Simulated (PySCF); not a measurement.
## Energy of Rb⁺ (rubidium, charge +1) between two integer charges

The 4p beta orbital of [Kr] is emptied in steps (occupation f), with all orbitals relaxed, ending at [Ar] 3d10 4s2 4p5. Computed with PySCF 2.14 in def2-TZVP with the def2 core potential (28 electrons) (6s4p3d, 33 functions), with scalar relativity through the core potential. The exact energy is a straight line in f; departures are measured from the line between the end points of the same method.

```json
{"f": "1", "UHF (eV)": "0.000", "LDA (eV)": "0.000", "PBE (eV)": "0.000", "PBE0 (eV)": "0.000", "r2SCAN (eV)": "0.000", "LC-wPBE (eV)": "0.000", "BHandHLYP (eV)": "0.000", "wB97X (eV)": "0.000", "BLYP (eV)": "0.000", "r2SCAN0 (eV)": "0.000"}
{"f": "0.9", "UHF (eV)": "0.079", "LDA (eV)": "-0.525", "PBE (eV)": "-0.516", "PBE0 (eV)": "-0.370", "r2SCAN (eV)": "-0.485", "LC-wPBE (eV)": "-0.105", "BHandHLYP (eV)": "-0.224", "wB97X (eV)": "-0.144", "BLYP (eV)": "-0.515", "r2SCAN0 (eV)": "-0.348"}
{"f": "0.7", "UHF (eV)": "0.180", "LDA (eV)": "-1.226", "PBE (eV)": "-1.202", "PBE0 (eV)": "-0.862", "r2SCAN (eV)": "-1.119", "LC-wPBE (eV)": "-0.243", "BHandHLYP (eV)": "-0.525", "wB97X (eV)": "-0.335", "BLYP (eV)": "-1.201", "r2SCAN0 (eV)": "-0.803"}
{"f": "0.5", "UHF (eV)": "0.210", "LDA (eV)": "-1.460", "PBE (eV)": "-1.427", "PBE0 (eV)": "-1.023", "r2SCAN (eV)": "-1.312", "LC-wPBE (eV)": "-0.285", "BHandHLYP (eV)": "-0.626", "wB97X (eV)": "-0.399", "BLYP (eV)": "-1.428", "r2SCAN0 (eV)": "-0.940"}
{"f": "0.3", "UHF (eV)": "0.173", "LDA (eV)": "-1.227", "PBE (eV)": "-1.193", "PBE0 (eV)": "-0.855", "r2SCAN (eV)": "-1.077", "LC-wPBE (eV)": "-0.234", "BHandHLYP (eV)": "-0.527", "wB97X (eV)": "-0.337", "BLYP (eV)": "-1.197", "r2SCAN0 (eV)": "-0.772"}
{"f": "0.1", "UHF (eV)": "0.073", "LDA (eV)": "-0.525", "PBE (eV)": "-0.508", "PBE0 (eV)": "-0.364", "r2SCAN (eV)": "-0.450", "LC-wPBE (eV)": "-0.097", "BHandHLYP (eV)": "-0.227", "wB97X (eV)": "-0.146", "BLYP (eV)": "-0.511", "r2SCAN0 (eV)": "-0.322"}
{"f": "0", "UHF (eV)": "0.000", "LDA (eV)": "0.000", "PBE (eV)": "0.000", "PBE0 (eV)": "0.000", "r2SCAN (eV)": "0.000", "LC-wPBE (eV)": "0.000", "BHandHLYP (eV)": "0.000", "wB97X (eV)": "0.000", "BLYP (eV)": "0.000", "r2SCAN0 (eV)": "0.000"}
```

Task: For PBE0, how does the orbital energy at f = 1 compare with the removal energy?

Result: −ε = 23.420 eV against a total-energy difference of 27.533 eV. By Janak's theorem ε = ∂E/∂f, so the gap between them reflects the curvature. Along the path −ε is 24.246 (f = 0.9), 25.902 (f = 0.7), 27.553 (f = 0.5), 29.187 (f = 0.3), 30.780 (f = 0.1) eV.

| method | E(f=0) − E(f=1) (eV) | −ε at f=1 (eV) | −ε at f=0.5 (eV) |
| --- | --- | --- | --- |
| UHF | 26.617 | 27.503 | 26.595 |
| LDA | 27.543 | 21.721 | 27.540 |
| PBE | 27.439 | 21.710 | 27.464 |
| PBE0 | 27.533 | 23.420 | 27.553 |
| r2SCAN | 27.626 | 22.219 | 27.751 |
| LC-wPBE | 27.566 | 26.389 | 27.593 |
| BHandHLYP | 27.484 | 24.993 | 27.477 |
| wB97X | 27.540 | 25.945 | 27.534 |
| BLYP | 27.295 | 21.577 | 27.307 |
| r2SCAN0 | 27.623 | 23.740 | 27.716 |

Reference removal energy between the ground levels: 27.290 eV (measured; NIST Atomic Spectra Database, ionization energies). The calculation has no spin-orbit coupling. UHF lacks correlation.
